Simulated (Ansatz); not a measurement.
C2H7OSb can be A, `[CH3][SbH][CH2]O`, or B, `CO[CH2][SbH2]`.

Computed with Ansatz on PBE0-D4/def2-TZVP structures; ΔE is electronic, products minus reactants. CBS: MP2 limit from def2 TZ/QZ plus the TZ coupled-cluster correction, frozen cores. DFT in def2-TZVPP. B3LYP here is the variant with VWN-RPA as its local correlation; programs differ in this. def2 core potentials past Kr. For Sb outer-core shells are correlated without core-valence functions, which leaves a few kJ/mol of doubt a bond. One conformer a species, not always the lowest.

Problem. Which is lower in electronic energy at CCSD(T)/CBS, and by how much? (An estimate is asked.)

Solution. Computed: A, by 61.8 kJ/mol.

Problem. Give E(B) − E(A) in kJ/mol with r2SCAN-D4, B3LYP, B2PLYP, B3LYP-D4, MP2/def2-TZVPP, PBE-D4, HF/def2-TZVPP. (Estimate.)

Solution. Ansatz gave: r2SCAN-D4 56.0, B3LYP 48.6, B2PLYP 52.9, B3LYP-D4 51.6, MP2/def2-TZVPP 62.7, PBE-D4 56.5, HF/def2-TZVPP 37.1. None reverses the order clearly.

Largest T1 diagnostic: 0.013.

In def2-TZVPP, CCSD(T) changes the Hartree–Fock value by +17.7 kJ/mol (the triples alone add +2.4 kJ/mol) and MP2 by +25.6 kJ/mol.
